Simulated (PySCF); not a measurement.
dimethyl telluride (C₂H₆Te), SMILES C[Te]C.

Geometry optimised at B3LYP-D3(BJ)/def2-SVP. The def2 effective core potentials stand for the cores of Te; spin–orbit coupling is left out.

Level of theory: B3LYP-D3(BJ)/def2-SVP (PySCF).

Frequencies are harmonic and unscaled.

**Question.** Give all harmonic wavenumbers and intensities. (Estimate from the structure and the level; the computed values follow.)

**Answer.** 
```tsv
mode	ν (cm⁻¹)	IR (km/mol)	moving atoms (share of kinetic energy)
1	113	0.1	H 97 %
2	121	0.0	H 97 %
3	167	0.0	C 59 %, H 32 %, Te 9 %
4	514	0.4	C 76 %, H 15 %, Te 9 %
5	520	4.2	C 73 %, H 15 %, Te 11 %
6	780	0.9	H 88 %, C 12 %
7	815	0.0	H 89 %, C 11 %
8	846	18.6	H 87 %, C 12 %
9	890	25.7	H 81 %, C 19 %
10	1232	17.5	H 85 %, C 15 %
11	1250	9.4	H 85 %, C 15 %
12	1431	0.0	H 95 %
13	1439	12.1	H 95 %
14	1441	15.1	H 94 %
15	1447	0.4	H 95 %
16	3052	14.9	H 98 %
17	3055	15.5	H 98 %
18	3169	3.7	H 90 %, C 10 %
19	3169	1.3	H 90 %, C 10 %
20	3170	5.0	H 90 %, C 10 %
21	3174	0.0	H 90 %, C 10 %
```
